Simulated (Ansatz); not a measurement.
One geometry of `[NH]=[Mo](=[NH])([NH2])[Cl]`, several functionals.

```yaml
crystal:
  periodic: [false, false, false]
  atoms:
    - {symbol: N, position_ang: [-0.657495, 1.575906, 0.211629]}
    - {symbol: Mo, position_ang: [0.027677, 0.133157, -0.434203]}
    - {symbol: N, position_ang: [1.729264, 0.050989, -0.177621]}
    - {symbol: N, position_ang: [-0.764471, -1.347838, 0.510025]}
    - {symbol: Cl, position_ang: [-0.380706, 0.069599, -2.689634]}
    - {symbol: H, position_ang: [-0.621282, 2.490747, 0.640619]}
    - {symbol: H, position_ang: [2.627293, 0.415032, 0.110939]}
    - {symbol: H, position_ang: [-0.239859, -2.161873, 0.792111]}
    - {symbol: H, position_ang: [-1.632020, -1.272018, 1.019036]}
basis:
  gaussian: {orbitals: def2-TZVPP}
hamiltonian: {xc: {name: CAM-B3LYP}, dispersion: d4}
output: {orbitals: {seedname: orbitals}}
```

```sh
$ ansatz run in.yaml --threads 4 --pin off --events-out ev --progress --plain
```

Output, abridged:

```
Functional definition: CAM-B3LYP
1363 factors; their error is unknown
328 factors; integrals over basis functions are off by at most 1.5e-5 eV
mean field evaluation 1: about -18896.4118 eV, gradient 1.1e2 eV
mean field evaluation 2: about -18798.8760 eV, gradient 2.5e2 eV
mean field evaluation 4: about -18915.8154 eV, gradient 1.7e1 eV
mean field evaluation 8: about -18916.3489 eV, gradient 1.4e-1 eV
mean field evaluation 16: about -18916.4324 eV, gradient 1.1e-3 eV
mean field -18916.43240977 eV, -695.1660690407 hartree, gradient 1.6e-5 eV, S^2 0.000000; 0 other end points of the search recorded, 0 dependent functions left out
reference -18916.43256614 eV, -695.1660747870 hartree; 28, 28 occupied and 219, 219 virtual orbitals, 1363 factors
Total energy: -18916.67327060 eV, -695.1749205130 hartree
```

Run time 3.5 s (4 threads of a server CPU on a shared host); peak host memory 0.72 GiB.

The same input with `hamiltonian: {xc: {name: PBE-QIDH}}` (abridged; 6.5 s):

```
Functional definition: PBE-QIDH
mean field evaluation 16: about -18890.3612 eV, gradient 7.1e-3 eV
mean field -18890.36121493 eV, -694.2079703018 hartree, gradient 4.0e-6 eV, S^2 0.000000
8 core orbitals not correlated: weight in the atoms' cores, before any rotation towards them, 1.000 or more for the frozen orbitals, at most 0.000 for the correlated occupied ones
second order -45.17000828 eV of doubles, -0.00000000 eV of singles
Total energy: -18905.41790370 eV, -694.7612934083 hartree
```

With the line `hamiltonian: {xc: {name: LC-wPBE}, dispersion: d4}` (abridged; 2.7 s):

```
WARN the engine holds no damping parameters fitted to this dispersion correction and functional, so the run takes those fitted to pbe0 (hamiltonian.dispersion, under Limitations)
Functional definition: LC-wPBE
mean field evaluation 16: about -18913.0097 eV, gradient 6.4e-4 eV
mean field -18913.00969170 eV, -695.0402864714 hartree, gradient 3.8e-5 eV, S^2 0.000000
Total energy: -18913.24349477 eV, -695.0488785758 hartree
```

The same input with `hamiltonian: {xc: pbe, dispersion: d4}` and forces (abridged; 2.5 s):

```
Functional definition: PBE
mean field evaluation 16: about -18910.6746 eV, gradient 7.8e-3 eV
mean field -18910.67461356 eV, -694.9544739328 hartree, gradient 5.8e-5 eV, S^2 0.000000
Total energy: -18910.94841692 eV, -694.9645360207 hartree
Atom 0 force    -0.421220     0.526552     0.241029 eV/Å
Atom 1 force    -0.348872    -0.395174    -0.590848 eV/Å
Atom 2 force     0.690007    -0.183250     0.059874 eV/Å
Atom 3 force    -0.068362    -0.096255    -0.032506 eV/Å
Atom 4 force    -0.041676    -0.008382    -0.222379 eV/Å
Atom 5 force     0.005007     0.322612     0.151552 eV/Å
Atom 6 force     0.320333     0.121716     0.100262 eV/Å
Atom 7 force     0.160046    -0.289228     0.109447 eV/Å
Atom 8 force    -0.295264     0.001409     0.183569 eV/Å
Dipole moment:     0.103390    -0.022059     0.720062 e Å
```

The same input with `hamiltonian: {xc: {name: wB97M-V}}` and forces (abridged; 10 s):

```
Functional definition: wB97M-V
mean field evaluation 16: about -18914.4240 eV, gradient 7.3e-4 eV
mean field -18914.42399368 eV, -695.0922611107 hartree, gradient 7.9e-5 eV, S^2 0.000000
Total energy: -18914.42407697 eV, -695.0922641716 hartree
Atom 0 force     0.096685    -0.172035    -0.106355 eV/Å
Atom 1 force     0.217222     0.260364     0.311565 eV/Å
Atom 2 force    -0.215157     0.027291    -0.055398 eV/Å
Atom 3 force    -0.029200    -0.052641     0.037751 eV/Å
Atom 4 force    -0.028846    -0.004938    -0.157187 eV/Å
Atom 5 force     0.009962    -0.043036    -0.013200 eV/Å
Atom 6 force    -0.044718    -0.007463    -0.004203 eV/Å
Atom 7 force    -0.032684     0.015441    -0.001605 eV/Å
Atom 8 force     0.026737    -0.022984    -0.011368 eV/Å
Dipole moment:     0.128408     0.009237     0.750821 e Å
```

With the line `hamiltonian: {xc: r2scan, dispersion: d4}` and forces (abridged; 4.6 s):

```
Functional definition: r2SCAN
mean field evaluation 16: about -18917.7944 eV, gradient 5.9e-3 eV
mean field -18917.79435823 eV, -695.2161197234 hartree, gradient 2.9e-5 eV, S^2 0.000000
Total energy: -18917.86004958 eV, -695.2185338361 hartree
Atom 0 force    -0.255704     0.411929     0.197923 eV/Å
Atom 1 force    -0.177090    -0.191833    -0.334479 eV/Å
Atom 2 force     0.512914    -0.079027     0.072658 eV/Å
Atom 3 force    -0.087999    -0.154868     0.077384 eV/Å
Atom 4 force    -0.024430    -0.010090    -0.109921 eV/Å
Atom 5 force     0.010505     0.050167     0.021648 eV/Å
Atom 6 force     0.045993     0.028110     0.015958 eV/Å
Atom 7 force     0.001751    -0.035837     0.027204 eV/Å
Atom 8 force    -0.025941    -0.018550     0.031625 eV/Å
Dipole moment:     0.107761    -0.019315     0.736104 e Å
```

LC-ωPBE has ω = 0.4 bohr⁻¹; the program lends it PBE0's D4 damping.
